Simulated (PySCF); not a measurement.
# Correlation energy of Ce(38+) (cerium, charge +38)

[Ar] 3d2, high-spin 3F determinant. All numbers are calculated (PySCF 2.14, no relativity, point nucleus, in an even-tempered Gaussian basis (16 s from 6.9 bohr⁻², ratio 2.5; 10 p from 9 bohr⁻², ratio 2.5; 7 d from 9 bohr⁻², ratio 2.5; 4 f from 31 bohr⁻², ratio 2.7; 3 g from 47 bohr⁻², ratio 2.7)). Frozen: [Ne]; 10 electrons correlated; the 23 highest virtual orbitals of each spin left out.

MP2 pair energies summed by pair of shells (mhartree):

```json
{"pair": "3p-3p", "energy": "-276.97", "share (%)": "58.5"}
{"pair": "3p-3d", "energy": "-106.91", "share (%)": "22.6"}
{"pair": "3s-3p", "energy": "-52.56", "share (%)": "11.1"}
{"pair": "3s-3d", "energy": "-19.01", "share (%)": "4.0"}
{"pair": "3s-3s", "energy": "-12.64", "share (%)": "2.7"}
{"pair": "3d-3d", "energy": "-5.08", "share (%)": "1.1"}
```

Total MP2 correlation energy: -473.16 mhartree.

At this charge a non-relativistic calculation is a model, useful for the Z dependence of the correlation energy.

Spin-orbit coupling is strong in this species, so the high-spin LS determinant is a model state.
